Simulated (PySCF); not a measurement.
C2H3O2, multiplicity 2. Atoms are numbered in the order given.

```xyz
7

C     -1.3256    -0.2690    -0.0045
C      0.2860     0.0631     0.0014
O      0.9088    -0.9993    -0.1518
O      0.4853     1.2692     0.1548
H     -1.6933     0.0864     0.9743
H     -1.4822    -1.3485    -0.1502
H     -1.7398     0.3373    -0.8293
```
Charge 0, spin multiplicity 2.

Coordinates come from a PBE-D3(BJ)/def2-SVP optimisation. The isomer is the one that the SMILES or the coordinates give; other isomers of the formula were not compared.

Level of theory: PBE-D3(BJ)/def2-SVP (PySCF).

No scaling factor is applied to the harmonic values.

Computed vibrational spectrum:
| mode | ν (cm⁻¹) | IR (km/mol) | moving atoms (share of kinetic energy) |
|---|---|---|---|
| 1 | 54 | 0.6 | H 92 % |
| 2 | 267 | 18.8 | O 50 %, C 41 %, H 10 % |
| 3 | 545 | 13.9 | C 69 %, O 23 %, H 9 % |
| 4 | 596 | 3.6 | C 56 %, H 26 %, O 18 % |
| 5 | 663 | 20.1 | C 61 %, O 38 % |
| 6 | 848 | 17.2 | H 89 %, C 10 % |
| 7 | 910 | 9.4 | H 62 %, C 36 % |
| 8 | 1147 | 0.2 | O 54 %, H 40 % |
| 9 | 1277 | 11.7 | H 48 %, O 31 %, C 22 % |
| 10 | 1356 | 13.1 | H 92 % |
| 11 | 1384 | 8.9 | H 94 % |
| 12 | 1639 | 26.6 | C 64 %, O 35 % |
| 13 | 3012 | 0.2 | H 98 % |
| 14 | 3143 | 0.1 | H 90 %, C 10 % |
| 15 | 3172 | 1.2 | H 90 %, C 10 % |
